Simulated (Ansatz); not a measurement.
H4OSn (SMILES [OH][SnH3]) moved off its minimum; all values from Ansatz (a program for electronic structure), cores frozen in correlated methods. Elements past Kr take the def2 small-core potentials, without spin–orbit coupling.
(charge 0, multiplicity 1)
```xyz
6

Sn    -0.09343    -0.00129    -0.08748
O      1.52200    -0.29204     0.44049
H     -0.39998     1.55492    -0.98510
H     -1.37312    -0.26872     1.35988
H     -0.52834    -1.16526    -1.06061
H      2.43901    -0.16465    -0.14082
```

Forces at wB97M-V/def2-TZVPP (eV/Å):

```json
[
 {"atom": "Sn1", "Fx": "-9.997", "Fy": "3.487", "Fz": "-0.901"},
 {"atom": "O2", "Fx": "12.746", "Fy": "-0.809", "Fz": "0.599"},
 {"atom": "H3", "Fx": "0.363", "Fy": "-0.925", "Fz": "0.820"},
 {"atom": "H4", "Fx": "1.639", "Fy": "0.550", "Fz": "-1.385"},
 {"atom": "H5", "Fx": "-0.608", "Fy": "-1.808", "Fz": "-1.654"},
 {"atom": "H6", "Fx": "-4.142", "Fy": "-0.495", "Fz": "2.520"}
]
```

Q: Give the forces (eV/Å), the total energy and the dipole at CCSD(T)/def2-TZVPPD.

A: 
```json
[
 {"atom": "Sn1", "Fx": "-10.390", "Fy": "3.724", "Fz": "-0.902"},
 {"atom": "O2", "Fx": "13.394", "Fy": "-0.921", "Fz": "0.824"},
 {"atom": "H3", "Fx": "0.316", "Fy": "-0.728", "Fz": "0.696"},
 {"atom": "H4", "Fx": "1.489", "Fy": "0.517", "Fz": "-1.224"},
 {"atom": "H5", "Fx": "-0.734", "Fy": "-2.093", "Fz": "-1.906"},
 {"atom": "H6", "Fx": "-4.076", "Fy": "-0.500", "Fz": "2.512"}
]
```
Energy -290.8969 hartree, dipole 1.96 D.
